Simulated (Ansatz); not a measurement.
Reaction (substitution at a C–O bond): `CC(O)N[SiH3]` + H₂S → `CC(S)N[SiH3]` + H₂O

Calculated with Ansatz (gas phase, PBE0-D4/def2-TZVP geometries, no zero-point term in ΔE). CBS: MP2 limit from def2 TZ/QZ plus the TZ coupled-cluster correction, frozen cores. This one scheme is used for every species. DFT in def2-TZVPP. B3LYP here is the variant with VWN-RPA as its local correlation; programs differ in this. Each species was taken in one conformer, which may not be the lowest.

Is it downhill or uphill in electronic energy at CCSD(T)/CBS, and by how much? (Estimate.)

Computed: Downhill: ΔE = -15.9 kJ/mol.

What do these levels give: PBE-D4, B3LYP-D4, PBE0, SCS-MP2/def2-QZVPP, MP2/CBS(def2), CCSD/CBS(def2)? (Best estimate.)

Ansatz gave: PBE-D4 -14.2, B3LYP-D4 -10.0, PBE0 -7.3, SCS-MP2/def2-QZVPP -15.9, MP2/CBS(def2) -25.3, CCSD/CBS(def2) -12.3 kJ/mol.

Largest T1 diagnostic among the species: 0.011.

In def2-TZVPP, CCSD(T) changes the Hartree–Fock value by −19.0 kJ/mol (the triples alone add −3.6 kJ/mol) and MP2 by −28.4 kJ/mol. The D4 term adds −9.0 kJ/mol with B3LYP and −4.8 kJ/mol with PBE0; it sums over pairs of atoms, weighted by their polarisabilities, and B3LYP, whose exchange is more repulsive, gets the larger term.
